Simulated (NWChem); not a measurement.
# Basis-set convergence for stibine (H$_{3}$Sb)

```xyz
4

Sb     0.0006     0.0541     0.0000
H     -0.7203    -0.9130     1.2313
H     -0.7203    -0.9130    -1.2313
H      1.4123    -0.9348     0.0000
```
Charge 0, spin multiplicity 1.

Program: NWChem. Structure: optimised with B3LYP/def2-SVP with def2 effective core potentials on Sb, a minimum by its harmonic frequencies.

Quantity: first vertical ionisation energy at the level G0W0@PBE0.

Effective core potentials replace the inner electrons of Sb; spin-orbit coupling is left out.

| basis | functions | first vertical ionisation energy (eV) |
|---|---|---|
| def2-SVP | 41 | 9.32 |
| def2-SVPD | 56 | 9.33 |
| def2-TZVP | 68 | 9.66 |
| def2-TZVPD | 83 | 9.66 |
| def2-TZVPP | 92 | ? |
| def2-QZVP | 172 | ? |

**Question.** Some entries are withheld; supply them.

**Answer.** 
- def2-TZVPP, first vertical ionisation energy (eV): 9.71
- def2-QZVP, first vertical ionisation energy (eV): 9.90
